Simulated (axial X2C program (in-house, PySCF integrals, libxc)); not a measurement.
**What spin–orbit coupling does to RbNb**

All values were computed with an axial X2C code built on PySCF integrals. Spin-free means the one-electron spin-free X2C Hamiltonian; two-component (2c) means X2C with spin–orbit coupling and atomic mean-field two-electron Coulomb and Gaunt terms, so the difference of the two also holds small scalar two-electron terms. Basis: Nb dyall-cv3z [11s12p9d5f3g], Rb dyall-cv3z [12s13p8d4f1g] (cores contracted in-house); Gaussian nuclei, density fitting, unrestricted open shells. Masses: Nb 92.906 u, Rb 84.912 u.

Spin-free state: M_S = 2, Λ = 0 (beyond evenly filled blocks: π+α, π-α, δ+α, δ-α); fragments Nb + Rb.

| level | Re (Å) | ωe (cm⁻¹) | De (eV) | μ (D) |
| --- | --- | --- | --- | --- |
| PBE0 | 3.645 | 75.1 | 0.607 | 5.71 |
| CCSD | 3.661 | 75.1 | 0.510 | n/a |
| CCSD(T) | 3.610 | 78.9 | 0.542 | n/a |
| B3LYP | 3.572 | 81.3 | 0.758 | 6.20 |

Correlated methods: 14 electrons correlated (number of frozen shells: Nb 4 s, 3 p, 1 d; Rb 3 s, 2 p, 1 d), 358 virtual spin orbitals or spinors in MP2, 90 natural virtuals in coupled cluster.

Dipoles are positive if Rb is the positive end.

Two-component determinant lowest at the distance of the search:

Ω = 2 (⟨Sz⟩ = 2.00, ⟨Lz⟩ = 0.00 at HF); fragments Nb + Rb.

```json
{"level": "PBE0", "Re (Å)": "3.644", "ωe (cm⁻¹)": "75.0", "μ (D)": "5.71"}
{"level": "CCSD", "Re (Å)": "3.661", "ωe (cm⁻¹)": "75.0", "μ (D)": "n/a"}
{"level": "CCSD(T)", "Re (Å)": "3.610", "ωe (cm⁻¹)": "78.8", "μ (D)": "n/a"}
{"level": "B3LYP", "Re (Å)": "3.572", "ωe (cm⁻¹)": "81.2", "μ (D)": "6.20"}
```

Problem. From the two tables, how do the constants change at the CCSD(T) level (2c against spin-free)?

Solution. At the CCSD(T) level Re is unchanged within 0.001 Å and ωe is unchanged to within 0.2 cm⁻¹.

The state is a single determinant with fixed occupations, the lowest that a limited PBE0 search found. De is counted from the lowest determinant-based energies of the atoms at the same level, without counterpoise correction. De is not given where an atomic determinant may have missed its ground term or J level, or where the truncated virtual space spoils (T). Density functionals use the spin component along the axis (collinear). Coupled cluster ran in a truncated set of natural virtual spinors; the MP2 energy of the rest was added. (T) has no such correction and the atoms are truncated less, which lowers De at CCSD(T) by a hundredth of an eV or more. PBE0 can misorder states that lie within some tenths of an eV, so this need not be the ground state of the molecule. The nearest other spin-free determinant of the search, M_S = 2, Λ = 2, lies 0.04 eV up at the distance of the search. The functionals have no current-density term, which raises determinants with orbital currents, atoms included. With several unpaired electrons one determinant need not be a pure state. A state of lower Ω lies just above, and one determinant can place such states too high, so the state shown need not be the lowest. The search has Ω = 1 only 0.02 eV up. The outer-core s and p shells of the metal are frozen in the correlated rows, which leaves out core–valence correlation; for alkali and alkaline-earth bonds that tends to lengthen them. Open-shell Ω = 0 determinants with evenly filled partner blocks cannot be reached by this program, so the Ω shown need not be the lowest component. The determinant is spin-polarised beyond a pure state at some levels (its spin-free form has ⟨S²⟩ too high), which makes Re and μ there less reliable. The T1 diagnostic is large, a sign of multireference character. With the outer-core shells frozen, correlated bond lengths of heavy atoms tend to come out a few hundredths of an ångström too long.
